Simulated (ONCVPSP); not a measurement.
## PBEsol ONCV dataset for Os (Z = 76), scalar-relativistic all-electron reference.

osmium (Os), optimised norm-conserving Vanderbilt (ONCV), made with ONCVPSP 4.0.1 (PBEsol, scalar-relativistic). Core [Kr] 4d10 4f14, reference 5s2 5p6 5d6 6s1.75 (charge +0.25). Waves: 5s+6s: rc 1.65 bohr, ncon 4, nbas 7, qcut 9.3 1/bohr, 2 projectors; 5p: rc 1.20 bohr, ncon 3, nbas 7, qcut 6 1/bohr, 2 projectors, debl 3.8 Ha; 5d: rc 1.70 bohr, ncon 4, nbas 7, qcut 5.4 1/bohr, 2 projectors, debl 3.8 Ha; f scattering state at 0.08 Ha: rc 1.30 bohr, ncon 3, nbas 7, qcut 8.5 1/bohr, 2 projectors, debl 3.4 Ha. Local part: polynomial inside 1.05 bohr (lpopt 5, dvloc0 -1 Ha). Core correction: Teter function, fcfact 1.5, rcfact 1.

All-electron outer shells of the reference configuration (PBEsol, scalar-relativistic, ld1.x):

```csv
shell,level (eV),outermost node (bohr),outermost maximum (bohr)
5s,-93.50,0.51,0.91
4f,-53.92,–,0.40
5p,-52.78,0.55,1.03
5d,-8.16,0.60,1.36
6s,-7.87,1.20,2.45
```

Question: Estimate the cutoffs (Ha) at which the residual kinetic energy of the hardest occupied pseudo-wave falls to 1 and 0.1 mHa per electron.

Answer: 102 Ha and 165 Ha. The cutoffs count occupied waves only; projector 2 of the f channel, the hardest unoccupied one, needs 276 Ha at the loose tolerance.

Question: What does a ghost test show?

Answer: Ghosts flagged at negative energy: f at -15.0 eV; GHOST(+) flagged for s at 51.1 eV, p at 335.7 eV. A true bound ghost makes a file unfit for plane-wave use.

Question: Which valence shell sets the plane-wave cutoff?

Answer: 5p: 102 Ha for 1 mHa per electron, against 27 Ha for 5s.

Question: Tests: 5s2 5p6 5d6 6s2; 5s2 5p6 5d6 6s1; 5s2 5p6 5d6 6s0; 5s2 5p6 5d4 6s0. Which has the largest error in its energy relative to the reference configuration, and how large is it?

Answer: 5s2 5p6 5d4 6s0, with -35 meV (all-electron minus pseudo) on +95.20 eV.
